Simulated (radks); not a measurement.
All-electron atom: Bi VI in [Xe] 4f14 5d10.

All-electron calculation, Dirac Kohn-Sham, PBE, spin-unpolarised, spherical densities, finite nucleus; Fermi nuclear charge, rms radius 5.5211 fm. Program: a radial shooting solver on a logarithmic mesh with Libxc functionals.

Energy parts (hartree):
part                       energy
total                 -21569.3981
kinetic                25193.1045
electron-nucleus      -54501.3973
Hartree                 8135.8340
exchange-correlation    -396.9392

Orbitals (lengths in bohr, moments of r in powers of bohr; <r^-3> diverges for s and p1/2; r(max) is where P^2 peaks; r(90%) holds 90 % of the orbital's charge):
orbital  occ.  eigenvalue (hartree)  r(90%)    r(max)       <r^4>  <r^-3>
1s1/2       2             -3326.077  0.0290  0.009661   3.333e-07       -
2s1/2       2             -598.7802   0.103   0.05643  0.00004750       -
2p1/2       2             -575.6573  0.0902   0.04119  0.00002789       -
2p3/2       4             -490.4189   0.102   0.04902  0.00004565   24420
3s1/2       2             -146.0587   0.252    0.1588    0.001711       -
3p1/2       2             -135.5452   0.244    0.1478    0.001478       -
3p3/2       4             -116.4606   0.266    0.1636    0.002122    5794
3d3/2       4             -99.13076   0.240    0.1269    0.001385    1019
3d5/2       6             -95.08414   0.247    0.1312    0.001542   826.9
4s1/2       2             -35.07961   0.541    0.3564     0.03715       -
4p1/2       2             -30.49524   0.548    0.3537     0.03901       -
4p3/2       4             -25.79158   0.597    0.3855     0.05501    1436
4d3/2       4             -18.31035   0.619    0.3763     0.06279   229.9
4d5/2       6             -17.43211   0.635    0.3859     0.06948   182.2
4f5/2       6              -7.72466   0.693    0.3399      0.1010   40.67
4f7/2       8              -7.52272   0.702    0.3443      0.1067   38.49
5s1/2       2              -7.78507    1.18    0.7717      0.8553       -
5p1/2       2              -6.19215    1.27    0.8070       1.130       -
5p3/2       4              -5.28196    1.39    0.8827       1.647   274.4
5d3/2       4              -3.03217    1.74     1.011       3.890   31.20
5d5/2       6              -2.91549    1.79     1.040       4.372   24.30

The highest occupied level is 5d5/2 at -79.334 eV. The density falls to 0.001 e/bohr^3 at r = 2.84 bohr. Summed over all electrons, <r^2> = 31.14 bohr^2, which gives a Langevin (diamagnetic) susceptibility term of -24.7 x 10^-6 cm^3/mol. For comparison, the ionisation energy in NIST's Atomic Spectra Database is 88 eV (semi-empirical). In exact Kohn-Sham theory the highest level is minus the ionisation energy, but local and semilocal functionals leave it too shallow, through self-interaction and a potential that decays too fast; potentials with the right tail come closer.
